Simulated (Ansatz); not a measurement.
A short molecular-dynamics run on C₃H₉CuFP (`C[P+](C)(C)[Cu-][F]`).

```yaml
crystal:
  periodic: [false, false, false]
  atoms:
    - {symbol: C, position_ang: [-0.650017, -0.577642, 1.474207]}
    - {symbol: P, position_ang: [-0.045582, 0.303955, 0.001008]}
    - {symbol: C, position_ang: [1.693828, -0.220795, -0.108270]}
    - {symbol: C, position_ang: [-0.834357, -0.596152, -1.370301]}
    - {symbol: Cu, position_ang: [-0.363591, 2.421493, 0.007653]}
    - {symbol: F, position_ang: [-0.627140, 4.175255, 0.013034]}
    - {symbol: H, position_ang: [-0.454160, -1.650194, 1.401515]}
    - {symbol: H, position_ang: [-1.723293, -0.413552, 1.581070]}
    - {symbol: H, position_ang: [-0.157341, -0.180585, 2.362958]}
    - {symbol: H, position_ang: [2.135965, 0.174737, -1.023874]}
    - {symbol: H, position_ang: [1.779213, -1.310163, -0.107370]}
    - {symbol: H, position_ang: [2.249744, 0.185115, 0.738170]}
    - {symbol: H, position_ang: [-0.460339, -0.211516, -2.320266]}
    - {symbol: H, position_ang: [-0.630405, -1.667925, -1.309274]}
    - {symbol: H, position_ang: [-1.912516, -0.432031, -1.340259]}
basis:
  gaussian: {orbitals: def2-SVP}
hamiltonian: {xc: {name: PBE}, dispersion: d3bj}
md: {timestep: 1 fs, n_steps: 50, ensemble: nve, temperature: 300, initial_velocities: maxwell_boltzmann, seed: 275}
```

```sh
$ ansatz run in.yaml --threads 2 --pin off --events-out ev --progress --plain --max-ram 20480MiB --backend cpu
```

```csv
step,time (fs),potential energy (eV),kinetic (eV),T (K),conserved (eV)
0,0.0,-59874.4299,0.5041,300,-59873.9258
1,1.0,-59874.3953,0.4730,281,-59873.9223
2,2.0,-59874.3041,0.3890,231,-59873.9151
3,3.0,-59874.2571,0.3420,204,-59873.9152
4,4.0,-59874.2595,0.3411,203,-59873.9184
5,5.0,-59874.2627,0.3432,204,-59873.9195
6,6.0,-59874.2430,0.3233,192,-59873.9196
7,7.0,-59874.1987,0.2804,167,-59873.9183
8,8.0,-59874.1555,0.2408,143,-59873.9147
9,9.0,-59874.1663,0.2522,150,-59873.9141
10,10.0,-59874.2360,0.3160,188,-59873.9201
11,11.0,-59874.2814,0.3572,213,-59873.9243
12,12.0,-59874.2466,0.3270,195,-59873.9196
13,13.0,-59874.1954,0.2807,167,-59873.9147
14,14.0,-59874.1968,0.2795,166,-59873.9173
15,15.0,-59874.2183,0.2981,177,-59873.9202
16,16.0,-59874.2139,0.2943,175,-59873.9196
17,17.0,-59874.1845,0.2660,158,-59873.9185
18,18.0,-59874.1479,0.2309,137,-59873.9169
19,19.0,-59874.1314,0.2165,129,-59873.9149
20,20.0,-59874.1633,0.2470,147,-59873.9163
21,21.0,-59874.2210,0.2996,178,-59873.9215
22,22.0,-59874.2342,0.3115,185,-59873.9227
23,23.0,-59874.1908,0.2738,163,-59873.9169
24,24.0,-59874.1708,0.2562,152,-59873.9146
25,25.0,-59874.2069,0.2875,171,-59873.9193
26,26.0,-59874.2341,0.3127,186,-59873.9215
27,27.0,-59874.2147,0.2952,176,-59873.9195
28,28.0,-59874.1717,0.2544,151,-59873.9173
29,29.0,-59874.1391,0.2233,133,-59873.9158
30,30.0,-59874.1419,0.2264,135,-59873.9155
31,31.0,-59874.1830,0.2645,157,-59873.9184
32,32.0,-59874.2198,0.2973,177,-59873.9224
33,33.0,-59874.2002,0.2792,166,-59873.9211
34,34.0,-59874.1508,0.2360,140,-59873.9148
35,35.0,-59874.1589,0.2438,145,-59873.9151
36,36.0,-59874.2197,0.2982,177,-59873.9216
37,37.0,-59874.2415,0.3189,190,-59873.9226
38,38.0,-59874.1991,0.2802,167,-59873.9189
39,39.0,-59874.1419,0.2262,135,-59873.9158
40,40.0,-59874.1183,0.2034,121,-59873.9150
41,41.0,-59874.1411,0.2242,133,-59873.9169
42,42.0,-59874.1802,0.2592,154,-59873.9209
43,43.0,-59874.1779,0.2549,152,-59873.9229
44,44.0,-59874.1132,0.1948,116,-59873.9183
45,45.0,-59874.0595,0.1473,88,-59873.9123
46,46.0,-59874.1002,0.1840,110,-59873.9162
47,47.0,-59874.1804,0.2572,153,-59873.9232
48,48.0,-59874.1968,0.2745,163,-59873.9223
49,49.0,-59874.1515,0.2343,139,-59873.9172
50,50.0,-59874.1151,0.2011,120,-59873.9140
```

Velocities are drawn at the set temperature; a run this short doesn't reach equilibrium.

Frames (Å, forces in eV/Å):

```xyz
15
time=0.0 fs
C    -0.650   -0.578    1.474    0.043   -0.004   -0.086
P    -0.046    0.304    0.001   -0.120    0.802    0.003
C     1.694   -0.221   -0.108   -0.093   -0.024    0.006
C    -0.834   -0.596   -1.370    0.054   -0.002    0.080
Cu   -0.364    2.421    0.008   -0.027    0.179    0.001
F    -0.627    4.175    0.013    0.043   -0.284   -0.001
H    -0.454   -1.650    1.402    0.094   -0.562   -0.020
H    -1.723   -0.414    1.581   -0.543    0.093    0.055
H    -0.157   -0.181    2.363    0.247    0.210    0.449
H     2.136    0.175   -1.024    0.222    0.210   -0.462
H     1.779   -1.310   -0.107    0.064   -0.567   -0.001
H     2.250    0.185    0.738    0.280    0.215    0.427
H    -0.460   -0.212   -2.320    0.186    0.204   -0.480
H    -0.630   -1.668   -1.309    0.096   -0.562    0.016
H    -1.913   -0.432   -1.340   -0.546    0.093    0.014
15
time=4.0 fs
C    -0.657   -0.569    1.494   -0.682   -1.205   -0.181
P    -0.042    0.311    0.016   -0.230    0.660   -0.715
C     1.697   -0.241   -0.120    1.478   -0.835    0.774
C    -0.845   -0.606   -1.388    0.396   -1.103    0.904
Cu   -0.365    2.428    0.001    0.062   -0.004    0.038
F    -0.631    4.172    0.023    0.002   -0.110   -0.018
H    -0.380   -1.656    1.313   -0.252    0.599    0.476
H    -1.801   -0.508    1.556    1.210    0.123    0.051
H    -0.164   -0.196    2.420   -0.232   -0.045   -0.158
H     2.234    0.132   -1.020   -0.368    0.323    0.023
H     1.836   -1.381   -0.189   -0.377    0.995    0.356
H     2.289    0.155    0.783   -0.628   -0.494   -0.885
H    -0.468   -0.210   -2.328    0.334    0.251   -0.569
H    -0.553   -1.723   -1.308   -0.681    1.188   -0.164
H    -1.933   -0.403   -1.368   -0.032   -0.344    0.068
15
time=8.0 fs
C    -0.669   -0.573    1.512    1.436   -0.432   -0.331
P    -0.040    0.321    0.028   -0.152    0.309   -1.046
C     1.715   -0.270   -0.125    0.101    0.561   -1.158
C    -0.852   -0.626   -1.397    0.250    2.637   -1.037
Cu   -0.366    2.434   -0.005    0.124   -0.182    0.078
F    -0.635    4.169    0.032   -0.035    0.084   -0.031
H    -0.337   -1.602    1.289   -0.030   -0.406    0.471
H    -1.748   -0.583    1.541   -0.912    0.290    0.151
H    -0.199   -0.213    2.460   -0.286   -0.045   -0.352
H     2.280    0.136   -1.017   -0.727    0.146    0.431
H     1.842   -1.347   -0.224   -0.283   -0.841    0.193
H     2.262    0.070    0.737    0.561    0.305    0.967
H    -0.434   -0.178   -2.406   -0.621   -0.687    1.639
H    -0.559   -1.655   -1.328   -0.029   -1.330    0.001
H    -1.960   -0.421   -1.386    0.605   -0.410    0.024
15
time=12.0 fs
C    -0.668   -0.584    1.524   -0.158   -0.439   -1.180
P    -0.038    0.332    0.035   -0.060   -0.408   -0.920
C     1.737   -0.295   -0.139   -0.632   -0.034    1.439
C    -0.853   -0.621   -1.413    0.604   -0.938    2.506
Cu   -0.367    2.440   -0.011    0.155   -0.320    0.111
F    -0.639    4.165    0.042   -0.063    0.254   -0.042
H    -0.300   -1.601    1.336   -0.030   -0.568    0.293
H    -1.780   -0.616    1.544    0.197    0.208   -0.003
H    -0.268   -0.228    2.467    0.260    0.441    0.564
H     2.235    0.172   -0.976    0.261    0.447   -0.789
H     1.804   -1.399   -0.229   -0.178    0.028   -0.025
H     2.288    0.010    0.786   -0.124   -0.071   -0.259
H    -0.466   -0.220   -2.305    0.766    0.817   -1.781
H    -0.588   -1.712   -1.351   -0.175    0.463    0.007
H    -1.928   -0.493   -1.399   -0.824    0.119    0.080
15
time=16.0 fs
C    -0.666   -0.601    1.525   -0.014   -0.662    0.271
P    -0.037    0.342    0.038    0.051   -1.113   -0.601
C     1.751   -0.318   -0.140   -0.398    0.319    0.605
C    -0.848   -0.621   -1.406    0.156   -0.177    0.022
Cu   -0.368    2.445   -0.017    0.149   -0.406    0.159
F    -0.643    4.164    0.051   -0.074    0.358   -0.054
H    -0.274   -1.665    1.428   -0.440    0.695    0.157
H    -1.799   -0.619    1.548    0.777    0.057   -0.126
H    -0.313   -0.194    2.519   -0.105   -0.053   -0.767
H     2.204    0.251   -1.008   -0.153   -0.702    0.545
H     1.742   -1.453   -0.238    0.078    1.006   -0.200
H     2.307   -0.052    0.815   -0.320   -0.105   -0.765
H    -0.428   -0.187   -2.367   -0.426   -0.337    0.661
H    -0.632   -1.734   -1.370    0.159    0.753    0.072
H    -1.972   -0.553   -1.402    0.559    0.367    0.021
15
time=20.0 fs
C    -0.663   -0.624    1.526    0.905    0.751   -0.035
P    -0.035    0.345    0.037    0.167   -1.548   -0.268
C     1.757   -0.335   -0.133   -1.869    1.566   -0.655
C    -0.842   -0.622   -1.395    0.100    1.807   -0.764
Cu   -0.368    2.449   -0.023    0.124   -0.445    0.222
F    -0.649    4.166    0.059   -0.070    0.376   -0.070
H    -0.302   -1.658    1.541    0.137   -0.426   -0.208
H    -1.740   -0.612    1.534   -1.129   -0.041   -0.165
H    -0.364   -0.156    2.485    0.217    0.172   -0.120
H     2.164    0.244   -0.986    0.271   -0.384    0.014
H     1.688   -1.399   -0.279    0.096   -1.011   -0.399
H     2.299   -0.121    0.765    0.714    0.380    1.041
H    -0.429   -0.179   -2.381   -0.584   -0.520    1.149
H    -0.648   -1.679   -1.379    0.628   -1.143    0.188
H    -1.957   -0.557   -1.401    0.292    0.467    0.072
15
time=24.0 fs
C    -0.653   -0.640    1.527   -1.052    0.619   -0.502
P    -0.033    0.342    0.035    0.283   -1.569   -0.070
C     1.743   -0.337   -0.130   -0.923   -0.233    1.029
C    -0.833   -0.608   -1.387    0.196   -1.678    2.343
Cu   -0.368    2.452   -0.028    0.099   -0.447    0.293
F    -0.654    4.171    0.067   -0.054    0.302   -0.091
H    -0.317   -1.691    1.625    0.141    0.039   -0.339
H    -1.785   -0.612    1.496    0.680   -0.107   -0.041
H    -0.384   -0.091    2.434    0.267    0.219    0.409
H     2.168    0.189   -0.973    0.585    0.343   -0.632
H     1.652   -1.434   -0.367    0.219    0.524    0.255
H     2.357   -0.151    0.807   -0.518   -0.149   -0.740
H    -0.490   -0.221   -2.289    0.976    1.017   -2.257
H    -0.589   -1.725   -1.360   -0.156    0.969    0.134
H    -1.913   -0.496   -1.386   -0.743    0.151    0.210
15
time=28.0 fs
C    -0.653   -0.647    1.523    0.001    0.821    0.456
P    -0.029    0.331    0.033    0.360   -0.982    0.031
C     1.717   -0.339   -0.119    0.390    0.308   -1.565
C    -0.822   -0.607   -1.362   -0.138    1.362   -1.601
Cu   -0.368    2.454   -0.032    0.080   -0.426    0.359
F    -0.661    4.178    0.074   -0.027    0.155   -0.113
H    -0.312   -1.717    1.659    0.012    0.770   -0.352
H    -1.764   -0.626    1.453    0.148   -0.052    0.117
H    -0.371   -0.009    2.422   -0.194   -0.711   -0.523
H     2.237    0.164   -1.018   -0.575   -0.332    1.060
H     1.645   -1.420   -0.423    0.089    0.363    0.498
H     2.361   -0.193    0.775   -0.255   -0.037   -0.051
H    -0.461   -0.172   -2.392   -0.413   -0.613    1.579
H    -0.543   -1.672   -1.322   -0.239   -0.222    0.028
H    -1.940   -0.415   -1.344    0.761   -0.404    0.078
15
time=32.0 fs
C    -0.653   -0.643    1.523    0.213    1.219   -0.934
P    -0.024    0.315    0.030    0.243   -0.101    0.208
C     1.694   -0.337   -0.124   -0.103    0.314   -0.355
C    -0.812   -0.591   -1.351    0.196    0.656   -0.404
Cu   -0.368    2.455   -0.036    0.081   -0.384    0.395
F    -0.667    4.186    0.080    0.003   -0.030   -0.130
H    -0.295   -1.659    1.643    0.464   -0.667   -0.118
H    -1.734   -0.648    1.424   -0.800   -0.001    0.124
H    -0.377   -0.011    2.362    0.085    0.132    0.761
H     2.245    0.112   -0.946    0.160    0.723   -0.575
H     1.649   -1.376   -0.414   -0.176   -1.140    0.062
H     2.332   -0.239    0.745    0.200    0.180    0.872
H    -0.468   -0.185   -2.329    0.045   -0.047    0.186
H    -0.531   -1.646   -1.278   -0.262   -0.537   -0.067
H    -1.889   -0.387   -1.289   -0.349   -0.317   -0.026
15
time=36.0 fs
C    -0.652   -0.626    1.512   -0.556    0.087   -0.284
P    -0.017    0.298    0.029   -0.095    0.898    0.375
C     1.672   -0.334   -0.134    1.582   -1.318    0.711
C    -0.801   -0.571   -1.342   -0.390   -1.786    1.157
Cu   -0.367    2.455   -0.038    0.095   -0.319    0.392
F    -0.673    4.194    0.086    0.032   -0.219   -0.140
H    -0.226   -1.659    1.604   -0.174    0.389   -0.109
H    -1.782   -0.670    1.417    0.831    0.011    0.237
H    -0.378   -0.010    2.391   -0.108   -0.173    0.149
H     2.262    0.149   -0.932   -0.156    0.223   -0.153
H     1.633   -1.446   -0.384   -0.019    0.792    0.195
H     2.311   -0.261    0.809   -0.734    0.153   -0.658
H    -0.457   -0.191   -2.274    0.464    0.535   -1.404
H    -0.560   -1.680   -1.248   -0.332    0.786   -0.255
H    -1.879   -0.406   -1.239   -0.439   -0.059   -0.211
15
time=40.0 fs
C    -0.655   -0.606    1.499    0.915    0.004    0.889
P    -0.011    0.286    0.030   -0.303    1.766    0.322
C     1.668   -0.345   -0.137    1.225    0.079   -0.644
C    -0.796   -0.567   -1.325   -1.146    0.751   -2.212
Cu   -0.366    2.454   -0.040    0.110   -0.236    0.381
F    -0.679    4.201    0.090    0.057   -0.378   -0.147
H    -0.175   -1.620    1.551   -0.356    0.300    0.039
H    -1.746   -0.692    1.442   -0.365   -0.049   -0.016
H    -0.393   -0.032    2.443   -0.178   -0.425   -0.703
H     2.258    0.218   -0.943   -0.658   -0.691    0.755
H     1.614   -1.436   -0.334    0.126    0.033   -0.299
H     2.207   -0.257    0.810    0.327    0.314    0.420
H    -0.401   -0.144   -2.362   -0.850   -0.786    1.805
H    -0.630   -1.638   -1.252    0.317   -0.836   -0.163
H    -1.919   -0.433   -1.221    0.779    0.155   -0.427
15
time=44.0 fs
C    -0.650   -0.586    1.493   -0.348   -0.316   -0.402
P    -0.006    0.283    0.032   -0.490    1.882   -0.018
C     1.678   -0.356   -0.143   -0.532   -0.171    1.952
C    -0.803   -0.560   -1.329   -0.798   -1.879    0.804
Cu   -0.365    2.453   -0.040    0.130   -0.140    0.352
F    -0.685    4.204    0.093    0.072   -0.490   -0.149
H    -0.167   -1.556    1.503    0.164   -0.951    0.138
H    -1.743   -0.720    1.464   -0.170    0.034   -0.208
H    -0.424   -0.098    2.424    0.382    0.709    0.845
H     2.185    0.214   -0.880    0.942    0.599   -1.173
H     1.613   -1.425   -0.324    0.230   -0.669   -0.386
H     2.136   -0.209    0.852    0.431    0.081   -0.052
H    -0.443   -0.185   -2.253    0.499    0.573   -1.499
H    -0.663   -1.673   -1.281    0.246    0.332   -0.070
H    -1.879   -0.437   -1.262   -0.757    0.407   -0.132
15
time=48.0 fs
C    -0.647   -0.571    1.487   -0.230   -1.307    1.162
P    -0.004    0.288    0.034   -0.548    1.484   -0.495
C     1.685   -0.367   -0.131    0.567    0.166    0.317
C    -0.820   -0.572   -1.329   -0.615   -0.546   -0.952
Cu   -0.364    2.451   -0.040    0.135   -0.039    0.336
F    -0.690    4.203    0.094    0.079   -0.539   -0.149
H    -0.154   -1.592    1.477   -0.434    0.463    0.208
H    -1.762   -0.740    1.458    0.598    0.266   -0.156
H    -0.414   -0.089    2.478    0.012   -0.075   -0.668
H     2.205    0.251   -0.927   -0.173   -0.694    0.603
H     1.647   -1.481   -0.365    0.275    0.911    0.208
H     2.130   -0.152    0.886    0.232   -0.337   -0.781
H    -0.436   -0.168   -2.297   -0.030   -0.103    0.231
H    -0.659   -1.681   -1.321    0.021    0.312    0.078
H    -1.916   -0.386   -1.326    0.111    0.037    0.060
15
time=50.0 fs
C    -0.648   -0.569    1.488    0.486   -1.121    1.415
P    -0.003    0.294    0.034   -0.513    1.118   -0.661
C     1.690   -0.373   -0.121    0.566    0.786   -0.928
C    -0.833   -0.583   -1.330   -0.559    1.406   -2.321
Cu   -0.363    2.450   -0.040    0.130    0.004    0.332
F    -0.692    4.202    0.095    0.079   -0.535   -0.148
H    -0.166   -1.599    1.475   -0.392    0.584    0.219
H    -1.740   -0.737    1.446   -0.060    0.233   -0.097
H    -0.403   -0.078    2.488   -0.124   -0.292   -0.990
H     2.221    0.248   -0.941   -0.489   -0.910    1.014
H     1.680   -1.470   -0.378    0.150    0.562    0.285
H     2.141   -0.140    0.861    0.482   -0.277   -0.066
H    -0.418   -0.147   -2.352   -0.604   -0.720    1.697
H    -0.654   -1.661   -1.337    0.014   -0.577    0.111
H    -1.946   -0.353   -1.355    0.833   -0.261    0.138
```

It took 2.7 min on 2 threads of an AMD EPYC 7R13 on a shared host, with 0.71 GiB of host memory at the peak.
